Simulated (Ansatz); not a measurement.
Reactions of CH7GeNO (`C[NH][GeH2][OH]`).

Program: Ansatz. Geometries: PBE0-D4/def2-TZVP. ΔE: electronic, gas phase. CCSD(T)/CBS adds triple-zeta CCSD(T) − MP2 to the extrapolated MP2 energy (def2 sets, frozen cores). This one scheme is used for every species. For Ge outer-core shells are correlated without core-valence functions, which leaves a few kJ/mol of doubt a bond. Scalar relativity is left out up to krypton. Each species was taken in one conformer, which may not be the lowest.

(1) Order these by ΔE at CCSD(T)/CBS, lowest first. (Estimate.)
A. `C[NH][GeH2][OH]` + `O[SiH](F)[SiH2]F` → `C[NH][GeH3]` + `O[Si@H](F)[Si@H](O)F`
B. `C[NH][GeH2][OH]` + CH₃NH₂ → `C[NH][GeH2][NH]C` + H₂O
C. `C[NH][GeH2][OH]` + H–F → `C[NH][GeH2][F]` + H₂O
D. `C[NH][GeH2][OH]` + HCl → `C[NH][GeH2][Cl]` + H₂O

Largest T1 diagnostic: 0.013, for `O[Si@H](F)[Si@H](O)F`.

Answers

(1) A (-64.4 kJ/mol), D (-53.1 kJ/mol), C (-38.1 kJ/mol), B (+20.9 kJ/mol).
